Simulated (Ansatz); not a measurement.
One change: `CB(Cl)[SeH]` becomes `CB([SeH])[SeH]`.

Ansatz, PBE0-D4/def2-TZVP geometries, multiplicity 1. Each molecule was computed in one conformer, which needn't be the lowest.

Scalar relativity is left out up to krypton. Spin–orbit coupling is left out; it splits and shifts lone-pair levels of the heavy atoms by tenths of an eV.

| property | `CB(Cl)[SeH]` |
| --- | --- |
| HOMO energy (ωB97M-V/def2-TZVPP) / eV | -9.70 |
| LUMO energy (ωB97M-V/def2-TZVPP) / eV | 1.02 |
| LUMO energy (B3LYP/def2-TZVPP) / eV | -1.17 |
| HOMO energy (PBE/def2-TZVPP) / eV | -6.47 |
| HOMO–LUMO gap (B3LYP/def2-TZVPP) / eV | 6.17 |
| size of the dipole moment (B3LYP/def2-TZVPP) / D | 1.75 |

Q: Give the same properties after the change, and the shifts. (Estimate.)

A: Ansatz gave: 
| property | `CB([SeH])[SeH]` | shift |
| --- | --- | --- |
| HOMO energy (ωB97M-V/def2-TZVPP) / eV | -9.03 | 0.67 |
| LUMO energy (ωB97M-V/def2-TZVPP) / eV | 1.11 | 0.09 |
| LUMO energy (B3LYP/def2-TZVPP) / eV | -0.99 | 0.18 |
| HOMO energy (PBE/def2-TZVPP) / eV | -5.88 | 0.59 |
| HOMO–LUMO gap (B3LYP/def2-TZVPP) / eV | 5.73 | -0.44 |
| size of the dipole moment (B3LYP/def2-TZVPP) / D | 0.94 | -0.81 |

With PBE0 the HOMO rises by 0.63 eV and the LUMO rises by 0.16 eV, so the gap narrows by about 0.47 eV. PBE moves the HOMO by 0.59 eV and ωB97M-V by 0.67 eV. Dipoles are sizes alone; their direction can turn.

B3LYP here is the variant with VWN-RPA as its local correlation; programs differ in this.
